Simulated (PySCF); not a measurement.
Species: C7H7 (doublet state).
SMILES with atom numbers: `[CH:1]1=[CH:2][CH2:3][C:4]2[CH2:5][C:6]2=[CH:7]1` (hydrogens: H8 on C1; H9 on C2; H10, H11 on C3; H12, H13 on C5; H14 on C7)

Structure used (GFN2-xTB), in Å, numbered top down from 1:
```
atom  x, y, z in Å
C1    -1.6404    0.4286    0.0008
C2    -1.3207   -0.8634    0.2732
C3     0.0824   -1.4317    0.3178
C4     0.9565   -0.3033    0.0092
C5     2.0573    0.6582   -0.2755
C6     0.5920    0.9663   -0.2560
C7    -0.6896    1.4533   -0.2897
H8    -2.6857    0.7069    0.0002
H9    -2.1115   -1.5693    0.4820
H10    0.2883   -1.8706    1.3073
H11    0.1877   -2.2606   -0.4007
H12    2.6879    1.0102    0.5376
H13    2.5799    0.6081   -1.2279
H14   -0.9848    2.4670   -0.5005
```

Theory: UKS B3LYP, pcH-1 on C H, non-relativistic, mean-field spin-orbit, GIAO (PySCF 2.14.0). Geometry: GFN2-xTB; no solvent, vibrations or thermal averaging. A GFN2-xTB geometry isn't a minimum of the functional, and hyperfine couplings can be far from their values at a DFT geometry. Stability of the SCF solution: not tested. ⟨S²⟩ is 0.786 where a pure state has 0.75.

The Mulliken spin populations are largest on C7 (+0.54), C4 (+0.48), C2 (+0.37) and C6 (-0.21). Three atoms exceed +0.15. The positive populations add up to 1.56 and the negative ones to -0.56, together 2S = 1. The angles at C7 add up to 360.0°, so it is planar.

(1) McConnell's relation a(H) = Q·ρ ties the coupling of a proton on a planar π carbon to the spin population of that carbon. What Q do the computed values give?

(2) Leave H14 and its like out of the fit. How well does the relation then predict its coupling?

Results:

(1) 
```csv
H,C,ρ(C),a(H) (G),a/ρ (G)
H8,C1,-0.194,+3.22,-16.5
H9,C2,+0.369,-8.27,-22.4
H14,C7,+0.538,-12.63,-23.5
```

A least-squares line through the origin gives Q = -22.6 G with Mulliken populations. In every row coupling and population have opposite signs. Where ρ is negative the coupling is positive.

(2) The other protons give Q = -21.1 G, so a = -21.1 × 0.538 ≈ -11.36 G, against the computed -12.63 G.

Couplings in gauss use g_iso = 2.0026.
